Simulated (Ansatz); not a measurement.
```yaml
crystal:
  periodic: [false, false, false]
  atoms:
    - {symbol: Be, position_ang: [-0.110884, -0.137454, -1.093507]}
    - {symbol: Be, position_ang: [0.882992, 0.528011, 0.410508]}
    - {symbol: S, position_ang: [-0.772109, -0.390557, 0.682999]}
basis:
  gaussian: {orbitals: "6-31G*"}
magnetization: {spin_polarized: true, initial_magnetization: 2}
hamiltonian: {xc: {name: RPBE}, dispersion: d3bj}
scf: {omitted_lower_state_checks: [starts]}
output: {forces: true}
```

```sh
$ ansatz run in.yaml --threads 4 --pin off --events-out ev --progress --plain --max-ram 3916MiB
```

It prints (some lines left out):

```
Functional definition: RPBE
468 factors; their error is unknown
mean field evaluation 1: about -11633.4594 eV, gradient 1.5e1 eV
mean field evaluation 2: about -11625.3693 eV, gradient 3.6e1 eV
mean field evaluation 4: about -11635.2158 eV, gradient 1.8e0 eV
mean field evaluation 8: about -11635.1983 eV, gradient 1.7e-1 eV
mean field evaluation 16: about -11635.1984 eV, gradient 4.3e-5 eV
mean field -11635.19839567 eV, -427.5856544202 hartree, gradient 4.3e-5 eV, S^2 2.003735; 0 other end points of the search recorded, 0 dependent functions left out
reference -11635.19842705 eV, -427.5856555734 hartree; 13, 11 occupied and 36, 38 virtual orbitals, 468 factors
Total energy: -11635.84452819 eV, -427.6093993524 hartree
Atom 0 at    -0.110884    -0.137454    -1.093507 Å, force    -1.251433    -0.826693    -1.729404 eV/Å
Atom 1 at     0.882992     0.528011     0.410508 Å, force     1.114129     0.757230     1.850712 eV/Å
Atom 2 at    -0.772109    -0.390557     0.682999 Å, force     0.137304     0.069463    -0.121308 eV/Å
Dipole moment:     0.061491     0.031101    -0.054444 e Å
Checks for a lower state left out: starts
```

Hardware: 4 threads of Arm Neoverse V1 on a shared host. Wall time 0.45 s.

The 6-31G sets use Cartesian d functions.
